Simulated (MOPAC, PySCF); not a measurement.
[Nb(NH2)5], neutral singlet in the gas phase. 

Cartesian coordinates (Å):
```xyz
16

Nb     0.0288     0.1229    -0.1168
N     -1.0254    -0.1547    -1.7785
H     -1.5621    -0.9996    -2.0032
H     -1.1154     0.5257    -2.5409
N     -0.3550    -1.2066     1.3558
H     -0.8402    -0.9779     2.2283
H      0.1524    -2.0929     1.4511
N      1.3059     1.6873    -0.1820
H      2.3260     1.5996    -0.2112
H      1.0371     2.6364     0.0986
N      1.6353    -1.0758    -0.4677
H      2.3386    -1.4205     0.1954
H      2.0158    -1.1791    -1.4174
N     -1.1634     1.4303     0.8883
H     -2.1875     1.3640     0.8229
H     -0.9342     2.0198     1.6964
```
Charge 0, multiplicity 1.

All levels are single points at this geometry (PBE-D3(BJ)/def2-SVP); Pople sets use spherical d functions. Orbital energies aren't observables, and empty levels follow the basis.

B3LYP-D3(BJ)/def2-TZVP in PySCF gives dipole (D) = 0.01.

Q: Estimate the dipole (D) from each of these levels: TPSSh-D3(BJ)/def2-TZVP in PySCF; B3LYP/6-311+G** (LANL2DZ on Nb) in PySCF; B3LYP/6-31G* (LANL2DZ on Nb) in PySCF; B3LYP/LANL2DZ in PySCF; M06-2X/6-31G* (LANL2DZ on Nb) in PySCF; SVWN5/6-31G* (LANL2DZ on Nb) in PySCF; HF/6-31G* (LANL2DZ on Nb) in PySCF; PM6 in MOPAC.

A: 
```tsv
level	dipole (D)
TPSSh-D3(BJ)/def2-TZVP in PySCF	0.02
B3LYP/6-311+G** (LANL2DZ on Nb) in PySCF	0.01
B3LYP/6-31G* (LANL2DZ on Nb) in PySCF	0.18
B3LYP/LANL2DZ in PySCF	0.27
M06-2X/6-31G* (LANL2DZ on Nb) in PySCF	0.20
SVWN5/6-31G* (LANL2DZ on Nb) in PySCF	0.21
HF/6-31G* (LANL2DZ on Nb) in PySCF	0.14
PM6 in MOPAC	0.35
```
